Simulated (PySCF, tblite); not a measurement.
CH11FSi4.
SMILES with atom numbers: `[F:1][CH2:2][Si@@H:3]([SiH3:4])[SiH2:5][SiH3:6]` (hydrogens: H7, H8 on C2; H9 on Si3; H10, H11, H12 on Si4; H13, H14 on Si5; H15, H16, H17 on Si6)

Jobs on this species (17 atoms, 82 electrons) with PySCF (density fitting) and tblite. Hardware of each: Arm Neoverse N1, one thread, shared host. Other jobs ran on the host; a repeat could differ by tens of per cent or more.

```tsv
level and settings	work	basis functions	SCF cycles	wall time
GFN2-xTB	Hessian by finite differences	–	–	?
GFN2-xTB	L-BFGS relaxation	–	–	0.95 s
PBE0/pcSseg-1	shieldings, charges and field gradients	185	?	?
CAM-B3LYP/def2-SVPD	8 singlets by full TDDFT, 3 Tamm–Dancoff triplets, polarisability, density and orbital grids written	227	12	2.0 min
```

Question: Fill in the missing figures.

Answer: 
- GFN2-xTB; Hessian by finite differences: 1.4 s
- PBE0/pcSseg-1; shieldings, charges and field gradients: 50 s, 12 SCF cycles

Question: What do all jobs in the table cost together?

Answer: About 2.9 min; the longest takes about 70 % of that, and about 130 times as long as the shortest.
